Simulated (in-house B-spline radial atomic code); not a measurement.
A fraction x of an electron is removed from 2p in neutral carbon, starting from [He] 2s2 2p2 and keeping the highest spin. Level of theory: scalar-relativistic (X2C) CAM-B3LYP, spin-polarised, spherical fractional occupations, Fermi nucleus of rms radius 2.4702 fm; calculated with a radial B-spline atomic code at the basis-set limit.

Caution: exact exchange at fractional occupations of open shells leaves self-interaction of up to several eV.

```json
{"x": "0", "E(x) - E(0) (eV)": "0.0000", "2p up level (eV)": "-7.229"}
{"x": "0.12", "E(x) - E(0) (eV)": "0.9288", "2p up level (eV)": "-8.258"}
{"x": "0.17", "E(x) - E(0) (eV)": "1.3526", "2p up level (eV)": "-8.697"}
{"x": "0.3", "E(x) - E(0) (eV)": "2.5590", "2p up level (eV)": "-9.869"}
{"x": "0.48", "E(x) - E(0) (eV)": "4.4865", "2p up level (eV)": "-11.560"}
{"x": "0.5", "E(x) - E(0) (eV)": "4.7196", "2p up level (eV)": "-11.753"}
{"x": "0.62", "E(x) - E(0) (eV)": "6.2001", "2p up level (eV)": "-12.928"}
{"x": "0.72", "E(x) - E(0) (eV)": "7.5429", "2p up level (eV)": "-13.932"}
{"x": "0.79", "E(x) - E(0) (eV)": "8.5432", "2p up level (eV)": "-14.648"}
{"x": "0.97", "E(x) - E(0) (eV)": "11.3488", "2p up level (eV)": "-16.537"}
{"x": "1", "E(x) - E(0) (eV)": "11.8498", "2p up level (eV)": "-16.859"}
```

The exact functional would give a straight line between the two integer points. Deviations E(x) - E(0) - x[E(1) - E(0)], in eV: -0.493 at x = 0.12, -0.662 at x = 0.17, -0.996 at x = 0.3, -1.201 at x = 0.48, -1.205 at x = 0.5, -1.147 at x = 0.62, -0.989 at x = 0.72, -0.818 at x = 0.79, -0.146 at x = 0.97.

The curve lies below the straight line by up to 1.205 eV (at x = 0.5): convex, the delocalisation error, to which spherically averaged exact exchange adds.

Task: How well does Slater's transition state (minus the level at half occupation) give the ionisation energy?

Result: It gives 11.753 eV against 11.850 eV from the two total energies; NIST lists 11.26 eV, ground level to ground level. The end point has an open shell averaged over its orbitals, so its exact exchange keeps a self-interaction and this is no true integer point.
